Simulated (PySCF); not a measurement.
**Polarisability and C₆ of Re⁵⁵⁺ (rhenium, charge +55)**

[Ar] 3d2, high-spin 3F determinant. Calculation: PySCF 2.14, in an uncontracted even-tempered set (17 s from 14 bohr⁻², ratio 2.5; 12 p from 18 bohr⁻², ratio 2.5; 7 d from 18 bohr⁻², ratio 2.5; 4 f from 64 bohr⁻², ratio 2.7; 3 g from 96 bohr⁻², ratio 2.7); scalar relativity by spin-free X2C-1e. Coupled (time-dependent) response in atomic units; α is the mean over directions.

```tsv
method	mean α (bohr³)	C₆ (like pair)	S(−4)
UHF	0.003098	0.0001917	7.401e-06
PBE0	0.003090	0.0001908	7.397e-06
```

S(−4) is the Cauchy moment in α(ω) = α(0) + S(−4) ω² + …

Spin-orbit coupling is absent.

α(iu) at PBE0:

```tsv
u (hartree)	α(iu) (bohr³)
0	0.003090
3.00	0.003025
6.00	0.002849
12.0	0.002339
18.0	0.001854
24.0	0.001490
30.0	0.001235
45.0	0.0008706
60.0	0.0006847
90.0	0.0004847
150	0.0002895
```

A single London oscillator, α(iu) = α/(1 + u²/ω²), gives C₆ = (3/4) ω α². Matching the computed C₆ needs ω = 4 × 0.0001908 / (3 × 0.003090²) = 26.6 hartree.

For an ion, C₆ is the dispersion term alone; charge-induced terms of lower order in 1/R come first.

Spin-orbit coupling is strong in this species (close to jj coupling), so the high-spin LS determinant is a model state, not a physical level.
